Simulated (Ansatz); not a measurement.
`[CH3][GeH]([SiH3])[Cl]` → `[CH3][Ge][Cl]` + SiH₄ at 700 K and 1 bar (germylene formation by 1,1-elimination).

Gas-phase electronic energies from Ansatz, PBE0-D4/def2-TZVP geometries. CCSD(T)/CBS adds triple-zeta CCSD(T) − MP2 to the extrapolated MP2 energy (def2 sets, frozen cores). This one scheme is used for every species. For Ge outer-core shells are correlated without core-valence functions, which leaves a few kJ/mol of doubt a bond. Scalar relativity is left out up to krypton.

```tsv
species	CCSD(T)/CBS energy (Eh)	H − E (kJ/mol)	S (J/(mol·K))
`[CH3][GeH]([SiH3])[Cl]`	-2867.28258	272.3	505.7
`[CH3][Ge][Cl]`	-2575.77362	144.4	380.1
SiH₄	-291.46306	115.5	252.9
```

H − E and S are ideal-gas, rigid-rotor, harmonic terms from PBE0-D4/def2-TZVP, for one conformer and one mirror image of each species. 1 Eh = 2625.50 kJ/mol, R = 8.31446 J/(mol·K).

Q: By hand: ΔE, ΔH, ΔS and ΔG.

A: ΔE = (-2575.77362) + (-291.46306) − (-2867.28258) = 0.04590 Eh = 120.5 kJ/mol. Δ(H − E) = 144.4 + 115.5 − 272.3 = -12.4, so ΔH = 108.1 kJ/mol. ΔS = 380.1 + 252.9 − 505.7 = 127.3 J/(mol·K). ΔG = 108.1 − 700 × (127.3)/1000 = 19.0 kJ/mol.

Q: By hand: the equilibrium constant, and the temperature at which ΔG would vanish if ΔH and ΔS stayed fixed.

A: log₁₀ K = −ΔG/(RT ln 10) = -1.4. ΔG = 0 at ΔH/ΔS = 849 K.

The number of gas molecules changes by +1, which sets the sign of ΔS. A doubt of 5 kJ/mol in ΔE shifts log₁₀ K by 0.4 here. Other conformers and mirror images would add mixing entropy, several J/(mol·K) or more a flexible species. These are equilibria of isolated gas molecules and say nothing of rates. Largest T1 diagnostic: 0.012 (customary marks: 0.02 for closed shells, 0.045 for open ones).
